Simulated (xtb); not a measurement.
furan-2-ylsilane (C₄H₆OSi), SMILES c1coc(c1)[SiH3]. All values are semi-empirical tight-binding results from xtb (GFN2-xTB unless named), good for trends rather than for accurate numbers. Geometry optimised at GFN2-xTB.

Optimised geometry:

Bonds (Å): Si1–C2 1.871, Si1–H7 1.464, Si1–H8 1.464, Si1–H9 1.463, C2–C3 1.370, C2–O6 1.356, C3–C4 1.412, C3–H10 1.071, C4–C5 1.362, C4–H11 1.071, C5–O6 1.339, C5–H12 1.073. Angles (°): C2–Si1–H7 109.3, C2–Si1–H8 109.3, C2–Si1–H9 107.1, H7–Si1–H8 109.6, H7–Si1–H9 110.7, H8–Si1–H9 110.7, Si1–C2–C3 133.5, Si1–C2–O6 117.6, C3–C2–O6 109.0, C2–C3–C4 106.9, C2–C3–H10 126.1, C4–C3–H10 127.0, C3–C4–C5 105.6, C3–C4–H11 127.4, C5–C4–H11 127.0, C4–C5–O6 110.7, C4–C5–H12 131.9, O6–C5–H12 117.4, C2–O6–C5 107.8.

Computed properties:
```yaml
point_group_as_xtb_finds_it: Cs
orbital_gap: 4.26 eV
dipole_moment: 0.26 D
zero_point_energy: 51.5 kcal/mol
G − E(el) at 298.15 K (modified RRHO): 32.3 kcal/mol
static polarisability (D4 model): 77.9 bohr³
solvation energy, GFN2-xTB/ALPB(water): 0.5 kcal/mol
solvation energy, GFN2-xTB/ALPB(toluene): -3.3 kcal/mol
```

Q: Give the atomic charges and the Wiberg bond orders between heavy atoms. (An estimate is asked for; the answer gives what the named calculation found.)

A: charges (e) Si1 0.43, C2 -0.01, C3 -0.06, C4 -0.06, C5 0.07, O6 -0.20, H7 -0.09, H8 -0.09, H9 -0.10, H10 0.03, H11 0.03, H12 0.04. Bond orders Si1–C2 0.90, C2–C3 1.58, C3–C4 1.31, C4–C5 1.59, C2–O6 1.13, C5–O6 1.15.
